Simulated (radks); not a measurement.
Values are calculated unless marked as measured or tabulated.
Task: The mean radii <r> (bohr) of the occupied orbitals of an atom or ion are listed with their occupations. Code: a radial shooting solver on a logarithmic mesh with Libxc functionals. Model: scalar-relativistic Kohn-Sham, revPBE, spin-unpolarised, spherical densities, finite nucleus; Fermi nuclear charge, rms radius of each element as measured or else 0.836 A^(1/3) + 0.57 fm.

orbital  occ.     <r>
1s          2  0.1578
2s          2  0.8960
2p          6  0.9813

Name the element and its charge.

Result: Z = 10, neon, charge 0: Ne in [Ne]. The 1s radius gives Z: for a bare nucleus <r> = (2 gamma + 1)/(2Z) with gamma = sqrt(1 - (Z/c)^2), 0.1497 bohr for Z = 10, and screening makes it slightly larger (0.1578 here). The occupations add up to 10, and the charge is Z minus that.
